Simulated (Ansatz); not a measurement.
```xyz
2

Li    0.0000    0.0000   -0.3995
H     0.0000    0.0000    1.1984
```

Basis set: 6-31G* (spherical functions). All electrons are correlated. Charge 0, multiplicity 1.

Computed with Ansatz (development build ahead of 0.2.0); each method stands on the lowest determinant of its kind that the runs found. Restricted open shells among the atoms or ions are ROHF, correlated in semicanonical orbitals with singles.

Give the atomization energy at this shape (free ground-state atoms in the same class of orbitals less the molecule, no zero-point energy) of singlet LiH by RHF-MP2, RHF.

```json
{"method": "RHF-MP2", "atomization energy": "1.80 eV"}
{"method": "RHF", "atomization energy": "1.39 eV"}
```
